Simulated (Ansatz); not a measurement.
```yaml
crystal:
  periodic: [false, false, false]
  atoms:
    - {symbol: Si, position_ang: [2.004166, -0.765839, 0.460546]}
    - {symbol: Si, position_ang: [-0.328330, -1.197164, 0.112980]}
    - {symbol: Si, position_ang: [-1.294267, 2.637491, -0.484586]}
    - {symbol: Si, position_ang: [0.106882, 1.156934, 0.547002]}
    - {symbol: Si, position_ang: [-1.684457, 0.400503, -0.835807]}
    - {symbol: Cl, position_ang: [2.481725, -0.083650, -1.509835]}
    - {symbol: Cl, position_ang: [-1.285718, -2.148284, 1.709700]}
basis:
  gaussian: {orbitals: def2-mTZVP}
hamiltonian: {xc: {name: HF}}
outputs: {forces: true}
output: {forces: true}
```

```sh
$ ansatz run in.yaml --threads 4 --pin off --events-out ev --progress --plain --max-ram 4787MiB
```

Shortened log:

```
Error: YAML parse error: error: line 14 column 1: unknown field `outputs`, expected one of crystal, accuracy, basis, kpoints, hamiltonian, magnetization, projection, total_charge, correlation, batch, efield, external_charges, scf, relax, neb, saddle, md, ramp, phonons, dielectric, real_time, elastic, magnetic_configurations, gw, evaluate, workflow, output, checkpoint, execution
12 |   gaussian: {orbitals: def2-mTZVP}
13 | hamiltonian: {xc: {name: HF}}
14 | outputs: {forces: true}
15 | output: {forces: true}
```

Question: Something in this input is off. What?

Answer: The input holds a key that doesn't belong there. The input was rejected before any iteration.
